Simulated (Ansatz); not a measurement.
The cluster Na₄H₄, relaxed as a singlet with RKS r2SCAN-D4/def2-SVP in Ansatz, starting from the GFN2-xTB geometry. Force threshold 0.02 eV/Å.

The structure comes from a short search, and lower isomers may exist.

Start:

Cartesian coordinates in Å:
```
Na 0.067 -0.749 1.244
Na 1.814 1.286 0.057
Na 0.051 -1.581 -1.561
Na -1.932 1.095 0.165
H -1.613 -0.451 0.597
H -0.094 0.962 -1.598
H 0.781 0.946 1.278
H 0.926 -1.507 -0.181
```

Task: Estimate the energy that the relaxation releases and the steps that it takes.

Result: 2.74 eV, in 7 steps; 16 s on 4 threads of Arm Neoverse V2 on a shared host. No frequencies were taken in this run, so the end may be a saddle point.

Task: Does the start keep its bonding?

Result: Bonds formed: Na2–H6, Na2–H8, Na3–H5, Na3–H6, Na4–H6, Na4–H7 (atoms count from 1).

Task: Predict the relaxed structure.

Result: 
```xyz
8

Na    0.0920   -0.9685    1.6191
Na    1.6622    0.8330   -0.3306
Na   -0.4056   -1.1801   -1.4176
Na   -1.3488    1.3160    0.1284
H    -1.7281   -0.8648    0.3446
H    -0.0949    1.0061   -1.6833
H     0.4215    1.2266    1.4738
H     1.4016   -1.3683   -0.1345
```
Bond lengths (bridged metal pairs left out): 12 × H–Na 2.22 to 2.23 Å.
